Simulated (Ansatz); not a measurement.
LiCoO₂. The state is a triplet with charge 0. Geometry PBE0-D4/def2-TZVP; atoms count from 1.

```xyz
4

Li    0.558   -1.032    0.399
Co   -0.468    0.914   -0.343
O    -0.500    0.276    1.169
O     0.410   -0.158   -1.225
```

At PBE0-D4/def2-TZVP a quintet of charge 0 lies 0.12 eV below the triplet, each at its own geometry. The structure comes from a short search, and lower isomers may exist.

(1) Estimate the Mulliken populations from the PBE0/def2-TZVP orbitals of Ansatz.

(2) Where does the spin sit?

(3) And the Mayer bond orders between bonded heavy atoms (over 0.3)?

Answers

(1) 
| atom | charge (e) | spin (α − β) | d electrons |
| --- | --- | --- | --- |
| Li1 | 0.80 | 0.00 | – |
| Co2 | 0.75 | 1.75 | 7.32 |
| O3 | -0.78 | 0.12 | – |
| O4 | -0.78 | 0.12 | – |
Mulliken values and Mayer orders depend strongly on the basis.

(2) Summed by element: Li 0.00, Co 1.75, O 0.25, of 2 unpaired in all. Largest on single atoms: Co2 1.75, O3 0.12, O4 0.12.

(3) Co2–O3 1.50 (1.64 Å); Co2–O4 1.50 (1.64 Å).
